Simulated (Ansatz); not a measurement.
`F[SiH2]N[SiH2]Cl` + `O[SiH2][S][GeH3]` → `O[SiH2]S[SiH2]F` + `Cl[SiH2][NH][GeH3]`  (redistribution)

Gas-phase electronic energies from Ansatz, PBE0-D4/def2-TZVP geometries. CCSD(T)/CBS adds triple-zeta CCSD(T) − MP2 to the extrapolated MP2 energy (def2 sets, frozen cores). DFT in def2-TZVPP. For Ge outer-core shells are correlated without core-valence functions, which leaves a few kJ/mol of doubt a bond. Scalar relativity is left out up to krypton. One conformer a species, not always the lowest.

`F[SiH2]N[SiH2]Cl`:

```xyz
10

F    -1.966   -1.428   -0.819
Si   -1.149   -0.958    0.471
N     0.445   -0.460    0.088
Si    1.000    1.120   -0.289
Cl    1.095    1.472   -2.314
H    -1.862    0.201    1.046
H    -1.091   -2.132    1.370
H     1.115   -1.203   -0.061
H     2.376    1.305    0.222
H     0.038    2.083    0.286
```

`O[SiH2][S][GeH3]`:

Z-matrix (Å, degrees):
```
Si
S 1 2.132
O 1 1.641 2 113.3
H 1 1.477 2 108.3 3 -116.5
H 1 1.489 2 107.5 3 123.0
Ge 2 2.227 1 98.1 3 -95.4
H 3 0.958 1 117.8 2 50.3
H 6 1.539 2 109.6 1 48.8
H 6 1.533 2 105.9 1 167.9
H 6 1.535 2 110.1 1 -72.0
```

`O[SiH2]S[SiH2]F`:

Cartesian coordinates in Å:
```
O -2.115 -0.533 0.161
Si -0.840 -0.203 1.137
S 1.000 -1.031 0.415
Si 1.402 0.405 -1.089
F 2.206 1.646 -0.486
H -2.300 -1.451 -0.043
H -0.762 1.272 1.185
H -1.001 -0.802 2.484
H 2.265 -0.237 -2.103
H 0.144 0.935 -1.660
```

`Cl[SiH2][NH][GeH3]`:

```xyz
10

Cl    2.551   -0.274   -1.273
Si    1.436    0.493    0.295
N    -0.216    0.679   -0.060
Ge   -1.480   -0.669   -0.103
H     1.579   -0.480    1.400
H     2.033    1.811    0.607
H    -0.479    1.515   -0.561
H    -0.898   -1.815    0.732
H    -1.744   -1.127   -1.548
H    -2.782   -0.132    0.512
```

```csv
level,ΔE (kcal/mol)
PBE-D4,9.7
CCSD(T)/def2-TZVPP,10.4
```

Q: What does CCSD(T)/CBS give? (An estimate is asked.)

A: The calculation gave: +10.3 kcal/mol. The listed levels differ from it by -0.6, 0.1 kcal/mol.

Largest T1 diagnostic among the species: 0.012.

In def2-TZVPP, CCSD(T) changes the Hartree–Fock value by −1.2 kcal/mol (the triples alone add −0.2 kcal/mol) and MP2 by −1.3 kcal/mol.
